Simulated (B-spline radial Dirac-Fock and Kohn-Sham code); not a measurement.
Ti³⁺ in Watson spheres of different radius

Method: Dirac-Fock (average of configuration) total-energy differences with a finite nucleus, the Breit interaction including its frequency dependence, and self-energy and vacuum-polarisation corrections. Computed with a radial finite-basis atomic code. The ion, [Ar] 3d1, sits in a hollow sphere of charge Q = -3, a simple model of the Madelung potential. Inside the sphere an electron's potential energy is raised by the constant 14.40·|Q|/R eV, so binding energies fall by about that much as long as the orbitals stay inside.

```
radius (Å)  14.40 |Q|/R (eV)  1s (eV)  2s (eV)  2p1/2 (eV)  2p3/2 (eV)  3s (eV)  3p1/2 (eV)  3p3/2 (eV)  3d (eV)
       1.6             27.00   4987.0    585.4       483.7       478.1    82.95       52.97       52.28    15.25
       2.2             19.64   4994.4    592.8       491.0       485.4    90.28       60.30       59.61    22.58
```

From the smallest to the largest radius 1s moves by +7.3 eV, while the constant potential alone would give +7.4 eV; the difference comes from charge outside the sphere and its screening.
